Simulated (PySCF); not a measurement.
Stepwise substitution at one centre (Ga SiH3-SH). All species are isolated molecules in the gas phase. One relaxed conformer stands for each flexible species; it need not be the lowest. Strings in code marks are SMILES.

The HOMO from two functionals at the same geometries (PBE0-D3(BJ)/def2-TZVP), both in PySCF: PBE-D3(BJ)/def2-TZVP and M06-2X/def2-TZVP. 

| species | M06-2X/def2-TZVP (eV) |
|---|---|
| 0 of 3 SiH3 replaced by SH (`[SiH3][Ga]([SiH3])[SiH3]`) | -8.11 |
| 1 of 3 SiH3 replaced by SH | -8.28 |
| 2 of 3 SiH3 replaced by SH (`[SiH3][Ga]([SH])[SH]` (S–Ga–S–H torsion -179°, S–Ga–S–H torsion 0°)) | -8.61 |
| 3 of 3 SiH3 replaced by SH | -8.84 |

Question: What does PBE-D3(BJ)/def2-TZVP give for each?

Answer: 
- 0 of 3 SiH3 replaced by SH (`[SiH3][Ga]([SiH3])[SiH3]`): -6.28
- 1 of 3 SiH3 replaced by SH: -6.40
- 2 of 3 SiH3 replaced by SH (`[SiH3][Ga]([SH])[SH]` (S–Ga–S–H torsion -179°, S–Ga–S–H torsion 0°)): -6.29
- 3 of 3 SiH3 replaced by SH: -6.45
Over these rows, drawn at random from the members with no instability flagged (it was tested for open shells, ions and some series alone), PBE minus M06-2X: mean +2.10 eV, from +1.83 eV to +2.39 eV.
